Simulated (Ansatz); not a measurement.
Cost and result for the atomization energy of C₃H₇GaSi (`[SiH3]C1=[CH][GaH][CH2]1`) (12 atoms, 12 bonds).

```xyz
12

Si   -0.6945    0.0443    1.8036
C    -0.1430    0.0914    0.0136
C    -0.7709    0.7496   -0.9865
Ga    0.5872    0.1389   -2.2634
C     1.1049   -0.6348   -0.4777
H    -0.9434   -1.3631    2.2214
H     0.3784    0.5916    2.6794
H    -1.9365    0.8393    1.9951
H    -1.6790    1.3315   -0.8590
H     1.0086    0.2174   -3.7685
H     2.0289   -0.2861   -0.0083
H     1.0593   -1.7199   -0.3497
```

Charge 0, multiplicity 1. Correlated methods include outer-core shells of Ga, which these sets cover unevenly. Scalar relativity is left out up to krypton. Geometry: relaxed with PBE0-D4/def2-TZVP. Program: Ansatz. All runs use 4 threads of an Arm Neoverse V1 on a shared host. Times are those of one run each, without the atoms' runs, and a repeat can differ threefold. Electronic energies, without spin–orbit coupling; frozen cores. CCSD(T)/CBS adds CCSD(T) − MP2 in def2-TZVPP to the MP2 limit, and its time is that of the two runs behind it. T1 = 0.013. With those shells the extrapolation isn't a true limit. B3LYP takes the VWN-RPA correlation (the form of Gaussian; ORCA's B3LYP/G).

CCSD(T)/CBS is a level of theory with its own doubt, some kJ/mol a heavy atom from the limit and from the frozen cores, so smaller differences don't rank the functionals.

```json
{"level": "PBE-D4/def2-TZVPP (with forces)", "functions": "281", "wall time": "3.7 s", "atomization (kcal/mol)": "1029.1", "difference from CCSD(T)/CBS": "13.6", "per bond": "1.1"}
{"level": "PBE0-D4/def2-TZVPP", "functions": "281", "wall time": "5.5 s", "atomization (kcal/mol)": "1017.8", "difference from CCSD(T)/CBS": "2.3", "per bond": "0.2"}
{"level": "r2SCAN-D4/def2-TZVPP (with forces)", "functions": "281", "wall time": "8 s", "atomization (kcal/mol)": "1018.3", "difference from CCSD(T)/CBS": "2.8", "per bond": "0.2"}
{"level": "B3LYP-D4/def2-TZVPP (with forces)", "functions": "281", "wall time": "9 s", "atomization (kcal/mol)": "1010.2", "difference from CCSD(T)/CBS": "-5.3", "per bond": "-0.4"}
{"level": "B2PLYP/def2-TZVPP", "functions": "281", "wall time": "12 s", "atomization (kcal/mol)": "1001.7", "difference from CCSD(T)/CBS": "-13.8", "per bond": "-1.2"}
{"level": "ωB97X-V/def2-TZVPP", "functions": "281", "wall time": "14 s", "atomization (kcal/mol)": "1018.1", "difference from CCSD(T)/CBS": "2.6", "per bond": "0.2"}
{"level": "ωB97M-V/def2-TZVPP (with forces)", "functions": "281", "wall time": "22 s", "atomization (kcal/mol)": "1014.6", "difference from CCSD(T)/CBS": "-0.9", "per bond": "-0.1"}
{"level": "MP2/def2-QZVPP", "functions": "540", "wall time": "57 s", "atomization (kcal/mol)": "1019.4", "difference from CCSD(T)/CBS": "3.9", "per bond": "0.3"}
{"level": "CCSD(T)/def2-TZVPP", "functions": "281", "wall time": "6 min", "atomization (kcal/mol)": "993.7", "difference from CCSD(T)/CBS": "-21.8", "per bond": "-1.8"}
{"level": "CCSD(T)/CBS(def2)", "functions": "–", "wall time": "7 min", "atomization (kcal/mol)": "1015.5", "difference from CCSD(T)/CBS": "0.0", "per bond": "0.0"}
```

In def2-TZVPP, CCSD(T) changes the Hartree–Fock value by +243.6 kcal/mol (the triples alone add +15.8 kcal/mol) and MP2 by +256.5 kcal/mol; breaking electron pairs costs correlation energy, which Hartree–Fock lacks. The D4 term adds +11.7 kcal/mol with B3LYP and +6.1 kcal/mol with PBE0; it sums over pairs of atoms, weighted by their polarisabilities, and B3LYP, whose exchange is more repulsive, gets the larger term. From PBE to PBE0 (25 % exact exchange), in def2-TZVPP and without D4, the atomization energy moves by −10.2 kcal/mol: exact exchange takes away binding that semilocal exchange gives to molecules.
